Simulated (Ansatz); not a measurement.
Single points on Sn₂Te₃.

```yaml
crystal:
  periodic: [false, false, false]
  atoms:
    - {symbol: Sn, position_ang: [1.559348, -0.948128, -0.848881]}
    - {symbol: Sn, position_ang: [-1.052400, -0.814616, 1.509824]}
    - {symbol: Te, position_ang: [-0.226918, 1.251287, -0.322114]}
    - {symbol: Te, position_ang: [-1.930450, 1.864667, -2.242790]}
    - {symbol: Te, position_ang: [1.650420, -1.353209, 1.903961]}
basis:
  gaussian: {orbitals: def2-SVP, initial_orbitals: start.molden}
hamiltonian: {xc: pbe, dispersion: d4}
scf: {omitted_lower_state_checks: [starts]}
output: {orbitals: {seedname: orbitals}}
```

The file start.molden holds the orbitals of an earlier run on this structure, at another level or in another basis.

```sh
$ ansatz run in.yaml --threads 4 --pin off --events-out ev --progress --plain --max-ram 4787MiB
```

It prints (some lines left out):

```
Functional definition: PBE
1542 factors; their error is unknown
mean field evaluation 1: about -33545.8650 eV, gradient 4.8e1 eV
mean field evaluation 2: about -33546.3364 eV, gradient 1.1e0 eV
mean field evaluation 4: about -33546.3529 eV, gradient 2.0e-1 eV
mean field evaluation 8: about -33546.3532 eV, gradient 2.0e-5 eV
mean field -33546.35320620 eV, -1232.8057417929 hartree, gradient 2.0e-5 eV, S^2 0.000000; 0 other end points of the search recorded, 0 dependent functions left out
reference -33546.35324155 eV, -1232.8057430921 hartree; 58, 58 occupied and 72, 72 virtual orbitals, 1542 factors
Total energy: -33546.80906260 eV, -1232.8224942065 hartree
Checks for a lower state left out: starts
```

It took 2 s on 4 threads of Arm Neoverse V2 on a shared host.

The first input with `gaussian: {orbitals: def2-TZVP, initial_orbitals: start.molden}`, `hamiltonian: {xc: {name: LC-wPBE}}` (abridged; 7 s):

```
Functional definition: LC-wPBE
mean field -33550.51766933 eV, -1232.9587829902 hartree, gradient 1.9e-5 eV, S^2 0.000000
Total energy: -33550.51766933 eV, -1232.9587829904 hartree
Checks for a lower state left out: starts
```

First input, but with `gaussian: {orbitals: def2-TZVP, initial_orbitals: start.molden}`, `hamiltonian: {xc: lda}` (abridged; 2.2 s):

```
Functional definition: SPW92
mean field -33499.02803633 eV, -1231.0665738782 hartree, gradient 2.0e-5 eV, S^2 0.000000
Total energy: -33499.02807520 eV, -1231.0665753067 hartree
Checks for a lower state left out: starts
```

First input, but with `gaussian: {orbitals: def2-TZVP, initial_orbitals: start.molden}`, `correlation: {method: mp2}` and without the key `hamiltonian` (abridged; 11 s):

```
Functional definition: HF
mean field -33411.80982147 eV, -1227.8613636009 hartree, gradient 2.2e-6 eV, S^2 0.000000
20 core orbitals not correlated: weight in the atoms' cores, before any rotation towards them, 1.000 or more for the frozen orbitals, at most 0.000 for the correlated occupied ones
second order -54.37473948 eV of doubles, -0.00000000 eV of singles
Total energy: -33466.18456095 eV, -1229.8595984201 hartree
Checks for a lower state left out: starts
```

As the first input, with `gaussian: {orbitals: STO-3G}`, `hamiltonian: {xc: hf}` (abridged; 5.5 s):

```
Functional definition: HF
mean field -859012.70494929 eV, -31568.1346471624 hartree, gradient 9.1e-6 eV, S^2 0.000000
Total energy: -859012.70494929 eV, -31568.1346471624 hartree
Checks for a lower state left out: starts
```

The first input with `gaussian: {orbitals: def2-TZVP, initial_orbitals: start.molden}`, `hamiltonian: {xc: {name: r2SCAN0}, dispersion: d4}` (abridged; 14 s):

```
Functional definition: r2SCAN0
mean field -33556.69456232 eV, -1233.1857796206 hartree, gradient 1.3e-5 eV, S^2 0.000000
Total energy: -33556.81313625 eV, -1233.1901371322 hartree
Checks for a lower state left out: starts
```

As the first input, with `gaussian: {orbitals: def2-TZVP, initial_orbitals: start.molden}`, `output: {forces: true, orbitals: {seedname: orbitals}}` (abridged; 5 s):

```
Functional definition: PBE
mean field -33547.58161396 eV, -1232.8508849454 hartree, gradient 2.3e-5 eV, S^2 0.000000
Total energy: -33548.03747585 eV, -1232.8676375608 hartree
Atom 0 force     0.035868    -0.120922    -0.087950 eV/Å
Atom 1 force    -0.097690    -0.114173     0.032818 eV/Å
Atom 2 force    -0.025840     0.160137    -0.037693 eV/Å
Atom 3 force    -0.034219     0.065478    -0.041641 eV/Å
Atom 4 force     0.121881     0.009480     0.134466 eV/Å
Dipole moment:     0.355194    -0.532486     0.423361 e Å
Checks for a lower state left out: starts
```

Geometry: PBE0-D4/def2-SVP.

In the def2 sets Sn, Te take a core potential, while STO-3G treats all electrons; there is no spin–orbit coupling. LC-ωPBE has ω = 0.4 bohr⁻¹. Correlated methods freeze 20 core orbitals; core or outer-core shells of Sn, Te are correlated, in sets that lack core-valence functions. Another isomer (singlet) lies 1.56 eV lower at PBE0-D4/def2-TZVP; other spin states weren't run for this one.
